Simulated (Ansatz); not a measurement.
Worked example: vertical energy of the quartet above the doublet of CaF (SMILES [F][Ca])

CaF: 2 atoms, total charge 0, spin state doublet. SMILES: `[F][Ca]`. Geometry: a GFN2-xTB relaxation, a rough one for these elements and not checked as a minimum.

```xyz
2

F     0.0000    0.0000    0.0000
Ca    0.0000    0.0000    1.8530
```

Both states at this one shape; open shells run unrestricted unless said. 1 Eh = 27.2114 eV.

| level | program | doublet CaF (Eh) | quartet CaF (Eh) |
| --- | --- | --- | --- |
| UHF/STO-3G | Ansatz | -767.905604 | -767.805640 |
| UBHLYP/STO-3G | Ansatz | -769.016922 | -768.845787 |
| UMP2/STO-3G, 6 core orbitals frozen | Ansatz | -767.947060 | -767.809715 |
| FCI/STO-3G, 6 core orbitals frozen | Ansatz | -767.966213 | -767.813553 |

Question: Work out the vertical gap, second state less first, at each level.

Answer: 
1. UHF/STO-3G: -767.805640 − (-767.905604) = 0.099964 Eh = 2.72 eV.
2. UBHLYP/STO-3G: -768.845787 − (-769.016922) = 0.171135 Eh = 4.66 eV.
3. UMP2/STO-3G: -767.809715 − (-767.947060) = 0.137345 Eh = 3.74 eV.
4. FCI/STO-3G: -767.813553 − (-767.966213) = 0.152660 Eh = 4.15 eV.

No measured value is set beside it here; the levels span 2.72 to 4.66 eV. Hartree–Fock favours the state with fewer electron pairs, since it lacks pair correlation. Minimal sets are far from the basis-set limit.
